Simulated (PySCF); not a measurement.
BeO, SMILES [Be]=[O]. Heavy atoms are numbered as in [Be:1]=[O:2].

Geometry: B3LYP-D3(BJ)/def2-TZVPD.

These are PBE/pcSseg-2 run with PySCF values and carry that method's errors.

GIAO shieldings, no solvent; atoms alike by connectivity are averaged. δ = σ(ref) − σ: ¹⁷O against H2O (σ = 327.5 ppm), references at their B3LYP-D3(BJ)/def2-TZVP geometries, non-relativistic.

```
nucleus  atoms  count  δ (ppm)
-------  -----  -----  -------
¹⁷O         O2      1      2.1
```
